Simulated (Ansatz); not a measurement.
def2 core potentials replace the inner electrons of Te.

Species: C$_{5}$H$_{10}$OTe, SMILES `O[Te]C1CCCC1` with one electron removed (charge 1, multiplicity 2).

**Question.** Give a relaxed geometry from B3LYP-D3(BJ)/def2-SVP (Ansatz, a quantum-chemistry and plane-wave program).

**Answer.** Several could match; the one computed here: the end point of this relaxation, one of several conformers (outside a Z-matrix the atoms follow the SMILES, hydrogens last).
Z-matrix (Å, degrees):
```
C
H 1 1.1005
C 1 1.5296 2 116.13
H 3 1.1028 1 115.40 2 -67.70
H 3 1.1043 4 106.09 1 -117.41
C 1 1.5325 2 115.30 3 124.27
H 6 1.0993 1 113.72 2 79.99
H 6 1.1028 7 105.59 1 115.61
C 3 1.5349 4 114.69 5 -122.76
H 9 1.0986 3 112.60 4 74.29
H 9 1.1071 10 106.03 3 119.85
C 9 1.5471 10 113.31 11 121.29
H 12 1.0989 9 111.71 10 -93.37
H 12 1.0992 13 106.54 9 -120.85
Te 1 2.2181 2 101.48 6 120.09
O 15 1.9584 1 93.15 2 -85.89
H 16 0.9771 15 113.09 1 177.50
```
